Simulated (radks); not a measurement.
Spherical quantum dot in the effective-mass picture: electrons in a parabolic well V = omega^2 r^2 / 2 with omega = 0.119, with a point charge +1 (a donor) at the centre, all in effective atomic units (hartree* = m*/eps^2 hartree, bohr* = eps/m* bohr), one dielectric constant everywhere. Method: non-relativistic Kohn-Sham, r2SCAN, spin-polarised, spherical densities, generalised Kohn-Sham scheme; computed with a radial shooting solver with Libxc functionals. Levels are named by radial order and angular momentum (1s, 1p, 1d, 2s, ...), and open shells are averaged over m.

N = 20, configuration 1s2 1p6 1d10 2s2. This is the lowest configuration that the search found. Occupied levels:

| level | occupation | eigenvalue (hartree*) | <r> (bohr*) |
|---|---|---|---|
| 1s | 2 | 2.3930 | 3.181 |
| 2s | 2 | 2.4528 | 7.262 |
| 1p | 6 | 2.4559 | 8.165 |
| 1d | 10 | 2.4930 | 8.801 |

Energy (hartree*): total 27.6301, kinetic 1.7869, external 6.0929, Hartree 22.679, exchange-correlation -2.9290.
